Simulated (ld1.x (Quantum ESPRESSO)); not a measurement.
**u(r) = r·R(r): atom against pseudo-atom (nitrogen (N))**

Columns: radius, all-electron u(r) and pseudo u(r) of the 2s shell (level -18.58 eV) of nitrogen in the configuration [He] 2s2 2p3; PBE, scalar-relativistic, ultrasoft scheme, ld1.x (Quantum ESPRESSO) 7.5.

```json
{"r (bohr)": "0.082", "all-electron": "0.3625", "pseudo": "-0.1350"}
{"r (bohr)": "0.165", "all-electron": "0.3521", "pseudo": "-0.2678"}
{"r (bohr)": "0.248", "all-electron": "0.1839", "pseudo": "-0.3931"}
{"r (bohr)": "0.330", "all-electron": "-0.0306", "pseudo": "-0.5064"}
{"r (bohr)": "0.413", "all-electron": "-0.2450", "pseudo": "-0.6081"}
{"r (bohr)": "0.495", "all-electron": "-0.4313", "pseudo": "-0.6938"}
{"r (bohr)": "0.578", "all-electron": "-0.5862", "pseudo": "-0.7650"}
{"r (bohr)": "0.660", "all-electron": "-0.7048", "pseudo": "-0.8197"}
{"r (bohr)": "0.742", "all-electron": "-0.7909", "pseudo": "-0.8595"}
{"r (bohr)": "0.825", "all-electron": "-0.8488", "pseudo": "-0.8856"}
{"r (bohr)": "0.908", "all-electron": "-0.8819", "pseudo": "-0.8988"}
{"r (bohr)": "0.990", "all-electron": "-0.8947", "pseudo": "-0.9008"}
{"r (bohr)": "1.072", "all-electron": "-0.8917", "pseudo": "-0.8930"}
{"r (bohr)": "1.155", "all-electron": "-0.8763", "pseudo": "-0.8764"}
{"r (bohr)": "1.238", "all-electron": "-0.8516", "pseudo": "-0.8516"}
{"r (bohr)": "1.320", "all-electron": "-0.8205", "pseudo": "-0.8205"}
{"r (bohr)": "1.402", "all-electron": "-0.7848", "pseudo": "-0.7848"}
{"r (bohr)": "1.485", "all-electron": "-0.7457", "pseudo": "-0.7457"}
{"r (bohr)": "1.568", "all-electron": "-0.7049", "pseudo": "-0.7049"}
{"r (bohr)": "1.650", "all-electron": "-0.6640", "pseudo": "-0.6640"}
{"r (bohr)": "1.733", "all-electron": "-0.6227", "pseudo": "-0.6227"}
{"r (bohr)": "1.815", "all-electron": "-0.5825", "pseudo": "-0.5825"}
{"r (bohr)": "1.898", "all-electron": "-0.5430", "pseudo": "-0.5430"}
{"r (bohr)": "1.980", "all-electron": "-0.5055", "pseudo": "-0.5055"}
{"r (bohr)": "2.062", "all-electron": "-0.4696", "pseudo": "-0.4696"}
{"r (bohr)": "2.145", "all-electron": "-0.4350", "pseudo": "-0.4350"}
```

(1) How many radial nodes do the two functions have?

(2) At about which radius was the pseudo-wave matched?

(3) Is the pseudo-wave norm-conserving?

Answers

(1) The all-electron 2s function has n − l − 1 = 1; the pseudo-wave has 0, since the states of the same l below it are removed with the core.

(2) 1.20 bohr, where the columns begin to agree (steps of 0.08 bohr).

(3) No, it belongs to an ultrasoft set: the norm inside the radius is not constrained, and the difference is carried by the augmentation charge.
